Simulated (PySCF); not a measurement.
## Electron correlation in C (carbon, neutral)

[He] 2s2 2p2, high-spin 3P determinant. Calculation: PySCF 2.14, in cc-pVTZ; the non-relativistic Hamiltonian (point nucleus). Frozen: 1s2; 4 electrons correlated.

MP2 pair energies summed by pair of shells (mhartree):

| pair | energy | share (%) |
| --- | --- | --- |
| 2s-2p | -40.83 | 61.0 |
| 2s-2s | -18.86 | 28.2 |
| 2p-2p | -7.23 | 10.8 |

Total MP2 correlation energy: -66.92 mhartree.

Same-spin part -12.65 and opposite-spin part -54.27 mhartree; SCS-MP2 scales them by 1/3 and 6/5 to -69.34 mhartree.

| level | correlation energy (mhartree) |
| --- | --- |
| CCSD | -87.16 |
| (T) | -2.04 |
| CCSD(T) | -89.20 |

Diagnostics: T1 = 0.0084, D1 = 0.0161, largest double amplitude 0.111.

Cost of the coupled-cluster step: 0.41 s of wall time on 1 thread of Neoverse-N1 (shared host), for 4 correlated electrons.

Iterations:

```
CC2 = 0
CCSD nocc = (np.int64(3), np.int64(1)), nmo = (29, 29)
frozen orbitals [[0], [0]]
max_cycle = 100
direct = 0
conv_tol = 1e-08
conv_tol_normt = 1e-06
diis_space = 8
diis_start_cycle = 0
Init t2, MP2 energy = -0.0669185553122403
Init E_corr(UCCSD) = -0.0669185553130247
cycle = 1  E_corr(UCCSD) = -0.0803205827450934  dE = -0.0134020274  norm(t1,t2) = 0.0460447
cycle = 2  E_corr(UCCSD) = -0.0842331767431594  dE = -0.003912594  norm(t1,t2) = 0.0201784
cycle = 3  E_corr(UCCSD) = -0.0871863096004699  dE = -0.00295313286  norm(t1,t2) = 0.0102675
cycle = 4  E_corr(UCCSD) = -0.0871417609535245  dE = 4.45486469e-05  norm(t1,t2) = 0.00145094
cycle = 5  E_corr(UCCSD) = -0.0871599163924062  dE = -1.81554389e-05  norm(t1,t2) = 0.000252527
cycle = 6  E_corr(UCCSD) = -0.0871544763442587  dE = 5.44004815e-06  norm(t1,t2) = 4.3273e-05
cycle = 7  E_corr(UCCSD) = -0.0871568285715059  dE = -2.35222725e-06  norm(t1,t2) = 9.28774e-06
cycle = 8  E_corr(UCCSD) = -0.0871562496137007  dE = 5.78957805e-07  norm(t1,t2) = 2.34175e-06
cycle = 9  E_corr(UCCSD) = -0.0871562711837601  dE = -2.15700594e-08  norm(t1,t2) = 5.66131e-07
cycle = 10  E_corr(UCCSD) = -0.0871562838419226  dE = -1.26581625e-08  norm(t1,t2) = 1.18042e-07
cycle = 11  E_corr(UCCSD) = -0.0871562846148671  dE = -7.72944472e-10  norm(t1,t2) = 2.67176e-08
UCCSD converged
E(UCCSD) = -37.77872545737046  E_corr = -0.08715628461486706
UCCSD(T) correction = -0.00203680691017488
```
